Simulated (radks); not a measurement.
Dispersion coefficients C6 (hartree bohr^6) between ground-configuration atoms and ions, from the Casimir-Polder integral (3/pi) of alpha_A(iw) alpha_B(iw). Method: scalar-relativistic Kohn-Sham, LDA (Slater exchange, VWN5 correlation), spin-polarised, spherical densities, finite nucleus; open shells are filled with parallel spins first; Fermi nuclear charge, rms radius of each element as measured or else 0.836 A^(1/3) + 0.57 fm; computed with a radial shooting solver on a logarithmic mesh with Libxc functionals. Response by self-consistent Sternheimer equations with the Hartree and adiabatic LDA kernel, the relativistic mass of each level held fixed and spin-orbit coupling left out.

C6       Li    Be+     B2+     C3+     N4+     O5+     F6+     Ne7+
Li     1141
Be+   233.0  55.60
B2+   84.08  21.68   8.832
C3+   39.45  10.66   4.470   2.307
N4+   21.58  6.021   2.578   1.350  0.7982
O5+   13.06  3.732   1.623  0.8595  0.5127  0.3315
F6+   8.487  2.471   1.089  0.5818  0.3495  0.2273  0.1565
Ne7+  5.817  1.719  0.7659  0.4124  0.2492  0.1628  0.1126  0.08129

Static polarisabilities (bohr^3): Li ([He] 2s1) 143.6, Be+ ([He] 2s1) 21.19, B2+ ([He] 2s1) 6.801, C3+ ([He] 2s1) 2.998, N4+ ([He] 2s1) 1.577, O5+ ([He] 2s1) 0.9281, F6+ ([He] 2s1) 0.5909, Ne7+ ([He] 2s1) 0.3985. The combination rule 2 Ca Cb / ((alpha_b/alpha_a) Ca + (alpha_a/alpha_b) Cb) gives 2.568 for N4+-B2+, against 2.578 from the integral.
